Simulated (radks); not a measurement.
Values are calculated unless marked as measured or tabulated.
Tc2+, 41 electrons, occupied as [Ar] 3d10 4s2 4p5 4d5 5s1 (not the ground configuration). Level of theory: scalar-relativistic Kohn-Sham, r2SCAN, spin-polarised, spherical densities, finite nucleus; open shells are filled with parallel spins first (spin-orbit coupling, left out, can overturn this in heavy ions); meta-GGA in the generalised Kohn-Sham scheme; Fermi nuclear charge, rms radius 4.4112 fm (a radial shooting solver on a logarithmic mesh with Libxc functionals).

Radial electron density D(r) = 4 pi r^2 rho(r):

```
   r/bohr * D(r) (the largest magnitude, 65.7, reaches the edge; | marks zero)
 0.002366 |  *
  0.00313 |     *
 0.004175 |        *
 0.005524 |            *
 0.007308 |                  *
  0.00967 |                          *
   0.0129 |                                  *
  0.01707 |                                         *
  0.02258 |                                             *
  0.02988 |                                           *
  0.03953 |                                       *
  0.05272 |                                      *
  0.06976 |                                             *
   0.0923 |                                                      *
   0.1221 |                                                      *
   0.1629 |                                          *
   0.2155 |                                   *
   0.2852 |                                         *
   0.3773 |                                         *
   0.5032 |                        *
   0.6658 |           *
    0.881 |         *
    1.166 |        *
    1.555 |    *
    2.057 | *
    2.722 |*
    3.601 *
    4.803 *
    6.355 *
```

D(r) has 4 maxima, at r = 0.0241, 0.107, 0.329, 0.962 bohr, and minima at 0.0483, 0.212, 0.800 bohr, inside which lie 2.03, 11.08, 29.23 electrons.
